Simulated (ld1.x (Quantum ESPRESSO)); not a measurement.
**Which change was made? (Si, RRKJ)**

```json
{
  "Element": "Si",
  "Generator": "ld1.x (Quantum ESPRESSO) 7.5",
  "Type": "norm-conserving RRKJ (Kleinman–Bylander form)",
  "Functional": "PBE",
  "Relativity": "scalar-relativistic",
  "Frozen core": "[Ne]",
  "Valence charge": "4",
  "Reference configuration": "3s2 3p1 (charge +1)",
  "Partial waves": "3s (bound): rc 1.70 bohr; 3p (bound): rc 2.20 bohr",
  "Local potential": "all-electron potential smoothed inside 2.10 bohr (lloc = -2)",
  "Core correction": "Bessel-smoothed model core, default radius (core density twice the valence density)",
  "rho0": "0.01"
}
```

Cutoffs, loose and tight: the cutoffs (Ry, on a coarse ladder) from which the occupation-weighted sum of valence levels, in a spherical-Bessel basis at the reference potential, stays within 10 and 1 mRy of its value at 400 Ry. They do not see the model core or the augmentation charge, which bear on the density cutoff. Test errors are all-electron minus pseudo excitation energies from the reference, over the configurations 3s2 3p2; 3s2 3p0; 3s1 3p0; 3s2 3p1.5; 3s2 3p2.3; 3s1 3p2; 3s0 3p4; variants that change the core or the reference have their own tests.

The base gives: outcome: generated; cutoff, loose: 30 Ry; cutoff, tight: 50 Ry; bound ghosts: none; largest test error (meV): +51.

(1) After one change the result is: outcome: failed: compute_chi: n is too large. Which change was it?
A. local potential the s channel
B. all radii but the core radius scaled by about 0.88 (s 1.50, p 1.94 bohr); local potential all-electron potential smoothed inside 1.84 bohr (lloc = -2)
C. core correction none
D. type PAW; waves now 3s (bound): rcut 1.50, rcutus 1.70 bohr; 3s channel at 0.1 Ry: rcut 1.50, rcutus 1.70 bohr; 3p (bound): rcut 1.90, rcutus 2.20 bohr; 3p channel at 1.2 Ry: rcut 1.90, rcutus 2.20 bohr; local potential all-electron potential smoothed inside 1.50 bohr (lloc = -1); augmentation PSQ, inside the norm-conserving radii; rho0 0

Answers

(1) A. The others give: type PAW; waves now 3s (bound): rcut 1.50, rcutus 1.70 bohr; 3s channel at 0.1 Ry: rcut 1.50, rcutus 1.70 bohr; 3p (bound): rcut 1.90, rcutus 2.20 bohr; 3p channel at 1.2 Ry: rcut 1.90, rcutus 2.20 bohr; local potential all-electron potential smoothed inside 1.50 bohr (lloc = -1); augmentation PSQ, inside the norm-conserving radii; rho0 0 → outcome: generated; cutoff, loose: 10 Ry; cutoff, tight: 15 Ry; bound ghosts: none; largest test error (meV): -45 | all radii but the core radius scaled by about 0.88 (s 1.50, p 1.94 bohr); local potential all-electron potential smoothed inside 1.84 bohr (lloc = -2) → outcome: generated; cutoff, loose: 18 Ry; cutoff, tight: 40 Ry; bound ghosts: none; largest test error (meV): +47 | core correction none → outcome: generated; cutoff, loose: 30 Ry; cutoff, tight: 50 Ry; bound ghosts: none; largest test error (meV): +81.
